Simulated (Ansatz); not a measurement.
The same path of AlB2H5O (9 atoms, charge 0, multiplicity 1) was run twice with different band settings. The coordinate that changes most is the dihedral O2–Al3–B4–H9.

All numbers below come from RKS PBE-D4/def2-SVP in Ansatz.

Relaxed end points:

```xyz
9
Properties=species:S:1:pos:R:3
B -0.507 1.759 -1.322
O 0.119 0.731 -0.727
Al 0.908 -0.597 0.056
B -0.192 -1.617 1.561
H -1.179 1.557 -2.327
H -0.399 2.886 -0.851
H 2.391 -0.893 -0.462
H -0.906 -2.575 1.318
H -0.147 -1.298 2.737
```

```xyz
9
Properties=species:S:1:pos:R:3
B -0.505 1.766 -1.321
O 0.113 0.734 -0.724
Al 0.902 -0.598 0.054
B -0.191 -1.623 1.562
H -1.177 1.568 -2.326
H -0.390 2.892 -0.850
H 2.384 -0.894 -0.472
H -0.134 -1.315 2.741
H -0.914 -2.575 1.318
```

Common settings: movable images 9; climbing image yes; spring 5.0 eV/Å²; optimiser quadratic models (default); start path IDPP; end points relaxed.

| run | force threshold | iteration limit |
| --- | --- | --- |
| 1 | 0.05 eV/Å | 40 |
| 2 | 0.5 eV/Å | 60 |

What does each run give, and how far can it be trusted?

Run 1: converged after 9 iterations, highest image 0.072 eV above the first end. A vibrational analysis at the climbing image gives one clearly imaginary mode, 137i cm⁻¹: a first-order saddle point.
Run 2: converged after 2 iterations, highest image 0.088 eV above the first end. The threshold of 0.5 eV/Å is loose, so the images may lie well off the minimum-energy path. The order of the point at the top wasn't checked.
